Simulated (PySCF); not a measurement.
In(CF3)3, SMILES F[C](F)(F)[In]([C](F)(F)F)[C](F)(F)F (C₃F₉In) (B3LYP/def2-SVP optimised geometry):

```
13

In    -0.156     0.155     0.000
C     -1.285    -1.780    -0.015
F     -2.039    -1.890    -1.128
F     -2.118    -1.862     1.042
F     -0.479    -2.855     0.027
C      2.084     0.155     0.000
F      2.568    -0.520    -1.062
F      2.569    -0.441     1.108
F      2.604     1.394    -0.045
C     -1.269     2.099     0.000
F     -0.936     2.855     1.065
F     -2.604     1.937     0.027
F     -0.976     2.814    -1.105
```

Level of theory: B3LYP/def2-TZVP, def2 effective core potentials past Kr in PySCF.

Question: What are the frontier orbital energies and the dipole moment?

Answer: HOMO-2 -11.24 eV, HOMO-1 -8.57 eV, HOMO -8.57 eV, LUMO -3.23 eV, LUMO+1 -2.27 eV; dipole moment 0.04 D.
